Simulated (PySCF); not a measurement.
Compound: C₂H₇PSi.
Atom-mapped SMILES: `[PH2:1][SiH:2]1[CH2:3][CH2:4]1` (hydrogens: H5, H6 on P1; H7 on Si2; H8, H9 on C3; H10, H11 on C4)

Computed geometry: GFN2-xTB, gas phase.

Task: List the bond lengths, angles and torsions at this level.

Result: 
```csv
bond,length (Å),order
P1–Si2,2.223,single
"Si2–C3, Si2–C4",1.887,single
C3–C4,1.529,single
"P1–H5, P1–H6",1.386,single
Si2–H7,1.461,single
"C3–H8, C4–H11",1.081,single
"C3–H9, C4–H10",1.079,single
```

Bonds in one row agree within 0.01 Å and their mean is given. Orders are formal, as drawn. A selection of angles:
```csv
angle,degrees
Si2–P1–H5,95.1
H5–P1–H6,92.2
P1–Si2–C3,115.8
P1–Si2–H7,121.9
C3–Si2–C4,47.8
C3–Si2–H7,116.8
Si2–C3–C4,66.1
Si2–C3–H8,120.3
Si2–C3–H9,119.8
C4–C3–H8,116.1
C4–C3–H9,115.6
H8–C3–H9,111.7
```

Dihedral angles: P1–Si2–C3–C4 103° (anticlinal); P1–Si2–C4–C3 -102° (anticlinal).

Si2 (SiH silicon) has angles from 47.8° to 121.9°. The 3-membered ring Si2–C3–C4 has internal angles of 47.8° to 66.1°. P1 (three-coordinate phosphorus) is pyramidal (angles 95.1°, 95.0° and 92.2°, sum 282.3°, 0.84 Å off the plane of its three neighbours).

Point group: Cs (every atom within 0.08 Å of its image). GFN2-xTB frequencies: not computed here. The numbers are those of one conformer (H–P1–Si2–C3 -162° and 106°).
